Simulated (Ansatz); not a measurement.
Isolated molecules relaxed with PBE0-D4/def2-TZVP in Ansatz; ΔE leaves out vibrations. CBS: MP2 limit from def2 TZ/QZ plus the TZ coupled-cluster correction, frozen cores. This one scheme is used for every species. One conformer a species, not always the lowest.

Consider the ligand exchange at the Si–F bond: `O[SiH2]N[SiH2]F` + NH₃ → `N[SiH2]N[SiH2]O` + H–F.

| species | CCSD(T)/CBS(def2) energy (Eh) |
| --- | --- |
| `O[SiH2]N[SiH2]F` | -811.61442 |
| NH₃ | -56.50880 |
| `N[SiH2]N[SiH2]O` | -767.69273 |
| H–F | -100.39570 |

**Question.** Work out ΔE.

**Answer.** ΔE = (-767.69273) + (-100.39570) − (-811.61442) − (-56.50880) = 0.03479 Eh = +91.3 kJ/mol.

Largest T1 diagnostic among the species: 0.012.

The D4 term adds −5.9 kJ/mol with B3LYP and −3.3 kJ/mol with PBE0; it sums over pairs of atoms, weighted by their polarisabilities, and B3LYP, whose exchange is more repulsive, gets the larger term. In def2-TZVPP, CCSD(T) changes the Hartree–Fock value by −13.3 kJ/mol (the triples alone add −1.6 kJ/mol) and MP2 by −15.4 kJ/mol.

B3LYP here is the variant with VWN-RPA as its local correlation; programs differ in this.
